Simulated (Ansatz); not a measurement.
BGeH9Si2, SMILES `[BH2][GeH2][SiH2][SiH3]` at its PBE0-D4/def2-TZVP geometry, where that method's forces vanish. Charge 0, multiplicity 1.

```xyz
13

B     0.5790   -2.0738    0.9652
Ge   -1.1246   -0.9527    0.9300
Si   -0.3907    1.2606    0.3678
Si    0.7527    1.2221   -1.6692
H     1.2165   -2.1851    1.9687
H     1.0035   -2.5573   -0.0412
H    -1.8734   -0.8729    2.2729
H    -2.1254   -1.3675   -0.1649
H     0.5121    1.7705    1.4375
H    -1.5708    2.1657    0.2852
H    -0.1275    0.6667   -2.7322
H     1.9477    0.3433   -1.5407
H     1.2008    2.5804   -2.0790
```

(1) What forces (eV/Å) does ωB97M-V/def2-TZVPP give on these atoms in the Gaussian-basis code of Ansatz? (Estimate.)

Results:

(1) The calculation gave: 
```
B1   0.125 -0.083  0.002
Ge2 -0.081  0.100 -0.008
Si3 -0.040  0.060  0.067
Si4  0.045  0.011 -0.088
H5  -0.087  0.011 -0.145
H6  -0.055  0.066  0.145
H7   0.059 -0.021 -0.098
H8   0.074  0.014  0.079
H9  -0.092 -0.052 -0.118
H10  0.136 -0.097  0.006
H11  0.099  0.059  0.120
H12 -0.131  0.093 -0.011
H13 -0.051 -0.160  0.049
```
